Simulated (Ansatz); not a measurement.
CH$_{7}$FN$_{2}$Si, SMILES `C[Si](N)(N)F`. Total charge 0; spin multiplicity 1. All single points use the PBE0-D4/def2-TZVP geometry. It is one conformer, not always the lowest.

```xyz
12

C    -0.284    0.434   -1.506
Si   -0.298   -0.030    0.291
N     0.134   -1.618    0.729
N     0.759    1.014    1.116
F    -1.839    0.067    0.743
H    -0.988   -0.188   -2.063
H     0.709    0.297   -1.940
H    -0.579    1.477   -1.651
H    -0.533   -2.370    0.693
H     1.082   -1.944    0.664
H     0.946    0.891    2.098
H     0.893    1.968    0.825
```

Problem. What is the dipole moment at PBE/def2-TZVPP? (Estimate.)

Solution. The calculation gave: 1.77 D, with components (1.74, -0.17, -0.31) D in this frame, pointing from negative to positive charge.

Problem. And with r2SCAN, B3LYP, ωB97M-V? (An estimate is asked.)

Solution. Computed: r2SCAN 1.79 D, B3LYP 1.81 D, ωB97M-V 1.79 D.

Problem. Give the Mulliken charges with PBE, r2SCAN, B3LYP in def2-TZVPP. (Best estimate.)

Solution. The calculation gave: 
| atom | PBE | r2SCAN | B3LYP |
| --- | --- | --- | --- |
| C1 | -0.40 | -0.33 | -0.41 |
| Si2 | 0.61 | 0.78 | 0.75 |
| N3 | -0.40 | -0.47 | -0.42 |
| N4 | -0.40 | -0.47 | -0.42 |
| F5 | -0.30 | -0.34 | -0.34 |
| H6 | 0.10 | 0.07 | 0.10 |
| H7 | 0.10 | 0.07 | 0.10 |
| H8 | 0.09 | 0.07 | 0.09 |
| H9 | 0.15 | 0.16 | 0.14 |
| H10 | 0.15 | 0.16 | 0.14 |
| H11 | 0.15 | 0.16 | 0.14 |
| H12 | 0.14 | 0.15 | 0.13 |

B3LYP here is the variant with VWN-RPA as its local correlation; programs differ in this.
